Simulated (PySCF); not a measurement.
Electronic absorption of C4H6SSi

Compound: C4H6SSi.
SMILES: `[SiH3]c1cccs1`

Method: TDDFT PBE0/def2-SVPD, vertical, gas phase, core orbitals frozen in the response in PySCF 2.14.0, density-fitted response routines. Geometry: PBE0-D3(BJ)/def2-SVP; no solvent, vibrations or thermal averaging.

Predict the UV-vis stick spectrum at this level.

| state | λ (nm) | E (eV) | f | symmetry | main configurations (H = HOMO, L = LUMO) |
| --- | --- | --- | --- | --- | --- |
| S1 | 225.8 | 5.49 | 0.166 | A′ | H→L (86%), H-1→L (9%) |
| S2 | 218.4 | 5.68 | 0.095 | A′ | H-1→L (78%), H→L (10%), H→L+5 (10%) |
| S3 | 203.0 | 6.11 | 0.0014 | – | H→L+1 (92%) |
| S4 | 195.3 | 6.35 | 0.0000 | – | H-1→L+1 (83%), H-1→L+2 (10%) |
| S5 | 190.5 | 6.51 | 0.0020 | A″ | H→L+2 (84%) |
| S6 | 186.4 | 6.65 | 0.0001 | – | H→L+3 (86%) |

The lowest singlet lies at 5.49 eV (226 nm, ultraviolet) and is strong; its leading configuration is HOMO→LUMO (86%). The lowest level is also the most intense of those listed (f = 0.166). Löwdin shares by element: HOMO carbon 82% (atoms not listed hold the other 18%); LUMO carbon 55% or more, sulfur 20% (atoms not listed hold the other 25%). Weighted by f, the mean energy of these states is 5.57 eV. The oscillator strengths of these states sum to 0.265; summed over the whole spectrum of an exact calculation they would give the number of electrons, 60 (Thomas–Reiche–Kuhn). The listed states span 1.16 eV, and the widest gap between neighbours is 0.43 eV (S2 to S3). Symmetry labels in Cs follow from the direction of the transition dipole and are given only for states with f of 0.002 or more. Only the lowest 6 singlets were computed, as vertical energies without vibronic structure.
